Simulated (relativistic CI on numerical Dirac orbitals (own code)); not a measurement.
Pb7+: sensitivity of the levels to the model

Base calculation: Dirac-Coulomb-Breit CI, orbitals from a KLI potential per configuration, model QED, unscaled Slater integrals.

CI space (outside the closed core [Kr] 4d10 4f14): 5s²5p⁶5d⁷, 5s²5p⁶5d⁶6s, 5s²5p⁶5d⁶5f, 5s²5p⁶5d⁵6s², 5s²5p⁶5d⁶6p, 5s²5p⁵5d⁸, 5s²5p⁶5d⁵6s6p, 5s²5p⁶5d⁶5g, 5s²5p⁶5d⁵6p², 5s²5p⁶5d⁶6d, 5s²5p⁴5d⁹, 5s²5p⁶5d⁶7s, 5s²5p⁶5d⁶7p, 5s5p⁶5d⁸, 5s²5p⁵5d⁶6s², 5p⁶5d⁹. Levels of other configurations are missing.

Variants: (1) valence Slater integrals scaled by 0.9; (2) only the first 3 configurations; (3) only the first configuration. Shifts of the energy above 5s²5p⁶5d⁷ ⁴F9/2, in cm⁻¹, for the lowest level and the first level of each name with at least 55 % of one term (blank where a level changes its place among those of its configuration and J or its character, or is not in the variant):

| Level | Base | Δ(1) | Δ(2) | Δ(3) |
| --- | --- | --- | --- | --- |
| 5s²5p⁶5d⁷ ⁴F9/2 | 0.0 | 0.0 | 0.0 | 0.0 |
| 5s²5p⁶5d⁷ ⁴F7/2 | 19674.7 | +250.3 | -74.8 | -71.2 |
| 5s²5p⁶5d⁷ ⁴P5/2 | 31199.8 | -667.0 | +970.3 | +1321.9 |
| 5s²5p⁶5d⁷ ⁴P1/2 | 35198.0 | -1155.9 | +2138.6 | +2520.5 |
| 5s²5p⁶5d⁷ ²H11/2 | 42898.9 | -2246.4 | -821.5 | -913.5 |
| 5s²5p⁶5d⁷ ²G7/2 | 44272.2 | -1793.6 | +573.5 | +871.3 |
| 5s²5p⁶5d⁷ ²F5/2 | 55019.5 | -3359.3 | +2002.8 | +2573.9 |
| 5s²5p⁶5d⁷ ²P1/2 | 59800.3 | -1301.2 | +2421.6 | +2777.2 |
| 5s²5p⁶5d⁷ ²H9/2 | 63317.5 | -1956.1 | -458.1 | -422.0 |
| 5s²5p⁶5d⁷ ²D3/2 | 69311.5 | -3447.2 | +2950.7 | +3610.6 |
| 5s²5p⁶5d⁷ ²F7/2 | 69827.2 | -2867.2 | +1464.0 | +1951.2 |
| 5s²5p⁶5d⁶6s ⁶D9/2 | 197745.8 | +1604.0 | -1170.3 |  |
| 5s²5p⁶5d⁶6s ⁶D7/2 | 208816.9 | +1220.9 | -1023.1 |  |
| 5s²5p⁶5d⁶6s ⁶D3/2 | 214607.9 | +751.9 | -1030.6 |  |

At this charge configurations can still be misplaced by up to about 7 % of their energy. Terms inside the open d or f shell come out 10 to 20 % too wide with unscaled integrals. Levels and lines within the n = 5 or 6 shells can be off by up to 10 % or somewhat more, and those that change n by about 2 %, since core polarisation is missing.

Ionisation energy from the two ground configurations alone: base 119.356 eV; valence Slater integrals scaled by 0.9 119.451 eV. The NIST ASD value (theoretical) is 120 eV.

LS names give the leading component of a level, which can be under half, so a name can repeat, a term be missing and a line seem to break the LS rules.
